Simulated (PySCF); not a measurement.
C11H10OSe, SMILES COc1ccccc1-c1ccc[se]1 (GFN2-xTB optimised geometry):

```
23

C     -3.302    -0.644     0.000
O     -1.900    -0.546     0.000
C     -1.311     0.684     0.000
C     -2.015     1.878     0.000
C     -1.341     3.088    -0.001
C      0.042     3.107     0.000
C      0.748     1.920     0.000
C      0.100     0.684     0.000
C      0.843    -0.558    -0.002
C      2.209    -0.707     0.005
C      2.682    -2.034    -0.005
C      1.710    -2.984    -0.020
Se     0.015    -2.244    -0.021
H     -3.520    -1.711     0.000
H     -3.734    -0.187    -0.895
H     -3.734    -0.186     0.895
H     -3.094     1.878    -0.001
H     -1.901     4.010    -0.001
H      0.572     4.047    -0.001
H      1.826     1.952    -0.001
H      2.890     0.126     0.018
H      3.734    -2.266    -0.001
H      1.868    -4.047    -0.030
```

Level of theory: B3LYP/def2-SVP (PySCF).

Task: What are the frontier orbital energies and the dipole moment?

Result: HOMO-2 -6.61 eV, HOMO-1 -6.27 eV, HOMO -5.49 eV, LUMO -1.13 eV, LUMO+1 0.05 eV; dipole moment 2.11 D.

Meta-Löwdin charges at B3LYP/def2-SVP: C1 -0.07, O2 -0.33, C3 0.19, C4 -0.16, C5 -0.10, C6 -0.12, C7 -0.10, C8 -0.01, C9 -0.13, C10 -0.14, C11 -0.13, C12 -0.28, Se13 0.33, H14 0.12, H15 0.10, H16 0.10, H17 0.10, H18 0.10, H19 0.10, H20 0.10, H21 0.10, H22 0.10, H23 0.12.
